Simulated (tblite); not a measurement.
Species: C7H10O.
Atom-mapped SMILES: `[CH3:1][C:2]#[C:3]/[C:4](=[CH:5]\[CH3:6])[O:7][CH3:8]` (hydrogens: H9, H10, H11 on C1; H12 on C5; H13, H14, H15 on C6; H16, H17, H18 on C8)

Computed with GFN2-xTB (tblite), gas phase: Langevin dynamics at 300 K from the optimised GFN2-xTB geometry, time step 0.5 fs, friction 0.01 fs⁻¹, 2000 steps. The instantaneous temperature is 2·E(kin)/(3Nk) with all 3N coordinates.

```csv
t (fs),T (K),E(pot) above start (eV),C1–C2 (Å),C2≡C3 (Å),C3–C4 (Å),C4=C5 (Å),C5–C6 (Å),C1–H9 (Å),C3–C4–O7–C8 (°)
0,254,0.000,1.445,1.204,1.419,1.339,1.491,1.090,0
25,176,0.330,1.476,1.190,1.451,1.329,1.499,1.120,-11
50,174,0.311,1.449,1.218,1.391,1.331,1.478,1.110,-14
75,136,0.363,1.457,1.228,1.388,1.347,1.487,1.108,-20
100,200,0.379,1.455,1.204,1.451,1.356,1.511,1.086,-27
125,196,0.467,1.416,1.176,1.431,1.348,1.500,1.085,-21
150,234,0.424,1.413,1.235,1.437,1.330,1.473,1.091,-27
175,253,0.489,1.384,1.223,1.426,1.330,1.438,1.126,-8
200,251,0.573,1.433,1.194,1.460,1.369,1.461,1.128,-24
225,249,0.680,1.445,1.182,1.410,1.363,1.518,1.077,-10
250,227,0.757,1.431,1.211,1.392,1.334,1.566,1.053,-22
275,321,0.616,1.425,1.231,1.416,1.312,1.576,1.129,-6
300,308,0.683,1.474,1.201,1.397,1.333,1.502,1.174,3
325,480,0.419,1.479,1.189,1.420,1.349,1.495,1.085,-5
350,363,0.709,1.462,1.232,1.407,1.346,1.487,1.029,-9
375,308,0.520,1.451,1.206,1.388,1.338,1.485,1.104,-29
400,235,0.614,1.472,1.205,1.426,1.353,1.530,1.131,-14
425,204,0.500,1.444,1.200,1.385,1.313,1.521,1.089,-18
450,195,0.443,1.491,1.226,1.403,1.351,1.505,1.051,-13
475,215,0.493,1.470,1.205,1.359,1.346,1.508,1.120,-11
500,221,0.482,1.479,1.212,1.405,1.328,1.471,1.137,-13
525,189,0.489,1.469,1.195,1.403,1.334,1.479,1.086,9
550,216,0.507,1.441,1.183,1.387,1.376,1.537,1.046,9
575,194,0.634,1.441,1.225,1.366,1.347,1.536,1.107,15
600,246,0.566,1.463,1.240,1.379,1.317,1.475,1.132,22
625,214,0.686,1.476,1.196,1.380,1.346,1.443,1.103,3
650,333,0.480,1.462,1.188,1.409,1.352,1.466,1.051,9
675,286,0.690,1.443,1.206,1.420,1.349,1.543,1.090,0
700,345,0.579,1.418,1.218,1.411,1.348,1.503,1.134,16
725,295,0.452,1.427,1.231,1.391,1.374,1.473,1.114,3
750,236,0.561,1.468,1.190,1.411,1.337,1.506,1.041,-6
775,210,0.725,1.497,1.188,1.448,1.330,1.520,1.040,-13
800,208,0.504,1.441,1.227,1.412,1.330,1.512,1.118,-21
825,228,0.451,1.417,1.216,1.396,1.346,1.509,1.100,-8
850,357,0.345,1.442,1.184,1.476,1.339,1.495,1.087,-16
875,324,0.457,1.453,1.184,1.442,1.332,1.504,1.105,-11
900,200,0.715,1.415,1.218,1.401,1.366,1.517,1.122,-12
925,238,0.387,1.436,1.230,1.406,1.360,1.482,1.088,-22
950,192,0.458,1.506,1.197,1.435,1.335,1.492,1.081,-13
975,263,0.334,1.445,1.195,1.402,1.324,1.496,1.105,-21
1000,189,0.562,1.457,1.218,1.421,1.350,1.525,1.096,-29
```

Q: From 500 fs on, how do temperature and potential energy compare with equipartition?

A: The mean temperature of these 21 frames is 247 K against the target 300 K, and the mean potential energy 0.53 eV against 48 × kT/2 = 0.62 eV for 48 classical harmonic modes. For 18 atoms in a canonical ensemble the temperature itself scatters by T·√(2/(3N)) = 58 K; here its standard deviation is 54 K. The whole run lasts only 10 friction times of 100 fs, so these averages carry a wide statistical error.

Q: What are the kinetic and total energies of the listed frame with the highest potential energy?

A: The one at 250 fs, 0.757 eV above the start. Its kinetic energy is 3NkT/2 = 0.528 eV at 227 K, so the sum is 1.29 eV; over the listed frames the sum runs from 0.59 to 1.55 eV, since the thermostat adds and removes energy.

Q: How much do the listed bonds fluctuate from 500 fs on?

A: 
| bond | at the start (Å) | mean (Å) | standard deviation (Å) |
| --- | --- | --- | --- |
| C1–C2 | 1.445 | 1.452 | 0.024 |
| C2≡C3 | 1.204 | 1.207 | 0.018 |
| C3–C4 | 1.419 | 1.410 | 0.025 |
| C4=C5 | 1.339 | 1.344 | 0.015 |
| C5–C6 | 1.491 | 1.499 | 0.025 |
| C1–H9 | 1.090 | 1.094 | 0.029 |

The motion is classical and holds no zero-point motion.

The cost below is that of the whole dynamics run. Time: 18 s wall; peak memory 0.18 GiB. Hardware: one thread, Arm Neoverse N1 (aarch64), shared host with 32 logical CPUs at a one-minute load of 24.
